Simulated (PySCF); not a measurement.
Si2B2H8O3

Si2B2H8O3 is a molecule, neutral, singlet. The structure, one conformer, was relaxed in the gas phase by PBE0-D3(BJ)/def2-SVP. No frequency run checks that it is a minimum.

SMILES: OB(O)OB([SiH3])[SiH3]

```xyz
15

Si   -0.998    0.376    1.589
B    -0.102    0.487   -0.252
Si   -0.442    2.136   -1.404
O     0.718   -0.483   -0.736
B     0.981   -1.740   -0.213
O     0.090   -2.294    0.640
O     2.114   -2.392   -0.573
H    -2.213   -0.498    1.541
H    -1.462    1.746    1.989
H    -0.084   -0.118    2.668
H     0.109    2.044   -2.795
H    -1.916    2.394   -1.494
H     0.166    3.336   -0.738
H     0.373   -3.152    0.973
H     2.655   -1.876   -1.180
```
Atom numbers follow the order of the file, from 1.

Shieldings: GIAO PBE0/pcSseg-1. Shifts are against computed references at the same level: H TMS (σ 31.27 ppm), Si TMS (σ 352.0 ppm). Core levels by delta-SCF with SCAN, pcX-2 on the ionised atom and pcseg-1 elsewhere, spin-free X2C (2p3/2 is the spin-free 2p value less a third of a first-order spin-orbit splitting); from the vacuum level, for chosen atoms.

(1) Give the shieldings and core levels atom by atom.

(2) By CAM-B3LYP/def2-SVPD (TDDFT singlets, Tamm-Dancoff triplets, ionisation by delta-SCF), where does absorption start, and what does vertical ionisation take?

## Answers

(1) 
| atoms | bonded to | σ (ppm) | δ (ppm) | core level (eV) |
| --- | --- | --- | --- | --- |
| Si1 | 1 B + 3 H | 461.3 | -109.3 | 2p3/2 106.00 |
| B2 | 1 O + 2 Si | 9.5 | - | 1s 196.36 |
| Si3 | 1 B + 3 H | 454.5 | -102.6 | 2p3/2 106.09 |
| O4 | 2 B | 34.3 | - | 1s 538.91 |
| B5 | 3 O | 82.0 | - | 1s 198.76 |
| O6 | 1 B + 1 H | 244.2 | - | - |
| O7 | 1 B + 1 H | 239.3 | - | - |
| H8 H9 H10 | 1 Si | 27.76 | 3.51 | - |
| H11 H12 H13 | 1 Si | 27.69 | 3.57 | - |
| H14 | 1 O | 27.76 | 3.51 | - |
| H15 | 1 O | 27.57 | 3.69 | - |

Values are those of this one static structure, with the three H of a rotating XH3 group averaged; atoms that internal rotation interchanges would show their mean in an NMR spectrum.

(2) The first singlet with intensity lies at 6.11 eV (f 0.003); what lies below it is dark. The lowest singlet lies at 3.71 eV (f 0.000), the strongest of the first 6 at 6.95 eV (f 0.150), the lowest triplet at 3.06 eV; vertical ionisation takes 9.01 eV.

The 3 runs behind this took 2.9 min in all, one thread each of Intel Xeon Platinum 8488C on a shared host, launched as `OMP_NUM_THREADS=1 python cluster_run.py task.json out`.
